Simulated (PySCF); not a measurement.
methyl prop-2-enoate (C4H6O2), SMILES C=CC(=O)OC. The structure is a stationary point at B3LYP-D3(BJ)/def2-SVP. One conformer was computed; it need not be the lowest.

Give the equilibrium geometry at B3LYP-D3(BJ)/def2-SVP (PySCF confirms it by a frequency run) as Cartesian coordinates in Å. (Estimate from the structure and the level; the computed values follow.)

Several could match; the one computed here: 
```xyz
12

C      2.4523    -0.4306     0.1299
C      1.1963    -0.8476    -0.0558
C      0.0594     0.1072     0.0251
O      0.1459     1.2912     0.2539
O     -1.1124    -0.5224    -0.1932
C     -2.2787     0.2951    -0.1402
H      2.6509     0.6235     0.3439
H      3.2995    -1.1182     0.0740
H      0.9492    -1.8899    -0.2718
H     -2.3781     0.7715     0.8472
H     -2.2351     1.0887    -0.9018
H     -3.1298    -0.3699    -0.3306
```
Charge 0, spin multiplicity 1.
